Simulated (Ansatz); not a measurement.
Molecule: SnO₃, net charge 0, singlet state. SMILES: [O]=[Sn]1[O][O]1
Geometry from a B3LYP-D3(BJ)/def2-TZVP (Ansatz, a quantum-chemistry and plane-wave program) optimisation:
```
Sn
O 1 1.8210
O 1 1.9568 2 155.68
O 3 1.6118 1 65.68 2 -180.00
```

Property: atomisation energy (electronic, to ground-state atoms), in kcal/mol. Valence correlation only, unless marked. Open shells are spin-unrestricted. Spin-orbit coupling is left out. Frozen are the shells of the preceding noble gas and the d and f shells that filled before the atom's block. In def2 rows, elements after Kr have scalar-relativistic effective core potentials. STO-3G rows are all-electron and non-relativistic. The coupled-cluster limit lacks core correlation, which all-electron functionals hold. Basis-set limits of correlation are two-point, X^-3; Hartree-Fock from the larger set. [CCSD(T)-MP2]/basis is that difference in the basis named.

```
level                               program  atomisation energy (kcal/mol)
---------------------------  --------------  -----------------------------
r2SCAN/def2-TZVPD                    Ansatz                          232.4
CAM-B3LYP-D3(BJ)/def2-TZVPD  Ansatz + dftd3                          218.4
MP2/def2-TZVPP                       Ansatz                          246.8
RI-MP2/def2-QZVPP                    Ansatz                          258.9
```

Q: Estimate the value at RI-MP2/CBS(def2-TZVPPD,def2-QZVPPD)+[CCSD(T)-MP2]/def2-TZVPPD as computed with Ansatz.

A: 234.3 kcal/mol, so RI-MP2/def2-QZVPP differs from it by 24.6 kcal/mol.
